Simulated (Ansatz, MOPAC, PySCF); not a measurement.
The molecule CF+, closed-shell singlet (lowest of 2S+1 = 1, 3, 5 at CCSD(T)/def2-TZVPP on PBE0 minima; our sources give no spin for the ground state, which may be another).

The constants come from a fifth-degree fit in 1/R (seven points, main isotopes). In def2 and cc sets the state is the lowest found near the PBE0 minimum, followed along R. The singlet is held restricted. HF and MP2 rows in def2 and cc sets belong to the determinant that coupled cluster picked by its CCSD energy.

Frozen-core correlation. CBS(a, b) extrapolates the correlation energy as X⁻³ and adds the Hartree–Fock energy of set b. Rows in 6-31G* carry no dispersion term and start afresh at each structure (6-31G* with six Cartesian d functions). The state that PM3 reach isn't checked.

Run with Ansatz (Gaussian orbitals); MOPAC for PM3 (differences of heats of formation); PySCF for 6-31G* rows. Each number belongs to the level named beside it.

```csv
level,r_e (Å),ω_e (cm⁻¹),ω_e x_e (cm⁻¹)
PM3,1.210,1744,7.1
PBE/def2-TZVPP,1.170,1704,13
B97M-V/def2-TZVPP,1.153,?,13
B3LYP/6-31G*,1.169,1782,13
CAM-B3LYP/def2-TZVPP,1.151,1827,12
MP2/def2-TZVPP,1.157,1817,11
MP2/aug-cc-pVQZ,1.154,1819,12
"CCSD(T)/CBS(aug-cc-pVQZ, aug-cc-pV5Z)",?,?,13
```

**Question.** What belongs in the gaps?

**Answer.** 
- CCSD(T)/CBS(aug-cc-pVQZ, aug-cc-pV5Z), r_e (Å): 1.156
- CCSD(T)/CBS(aug-cc-pVQZ, aug-cc-pV5Z), ω_e (cm⁻¹): 1791
- B97M-V/def2-TZVPP, ω_e (cm⁻¹): 1807

Ansatz is a quantum-chemistry and plane-wave program.
